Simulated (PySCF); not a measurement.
Isomers of C2H9Ge2NO, mass 210.911 u with the commonest isotopes. Method: PBE0-D3(BJ)/def2-SVP geometry optimisation, gas phase in PySCF 2.14.0. One conformer each, none proved a minimum here; rigid rotors.

Task: Order these by rotational constant B, largest first.
A. `[NH2:1][C:2](=[O:3])[CH:4]([GeH3:5])[GeH3:6]` with N1–C2–C4–Ge5 152°
B. `[O:1]=[CH:2][NH:3][CH:4]([GeH3:5])[GeH3:6]` with O1–C2–N3–C4 3°, C2–N3–C4–Ge5 105°
C. `CC(=O)[N]([GeH3])[GeH3]`

Result: A (1071 MHz), C (1025 MHz), B (988.2 MHz).

Task: Order these by out-of-plane moment Σ m c² = (Ia + Ib − Ic)/2, largest first.
A. `[O:1]=[CH:2][NH:3][CH:4]([GeH3:5])[GeH3:6]` with O1–C2–N3–C4 3°, C2–N3–C4–Ge5 105°
B. `CC(=O)[N]([GeH3])[GeH3]`
C. `[NH2:1][C:2](=[O:3])[CH:4]([GeH3:5])[GeH3:6]` with N1–C2–C4–Ge5 152°

Result: C (39.81 u·Å²), A (38.27 u·Å²), B (8.07 u·Å²).

| SMILES | point group | Ia (u·Å²) | Ib (u·Å²) | Ic (u·Å²) | κ | μa (D) | μb (D) | μc (D) |
| --- | --- | --- | --- | --- | --- | --- | --- | --- |
| CC(=O)[N]([GeH3])[GeH3] | Cs | 270.86 | 492.86 | 747.59 | -0.41 | 2.69 | 1.31 | 0.00 |
| O=CN[CH]([GeH3])[GeH3] | C1 | 272.80 | 511.39 | 707.65 | -0.52 | 2.13 | 1.62 | 2.47 |
| NC(=O)[CH]([GeH3])[GeH3] | C1 | 325.57 | 471.92 | 717.87 | -0.13 | 2.22 | 0.58 | 2.97 |
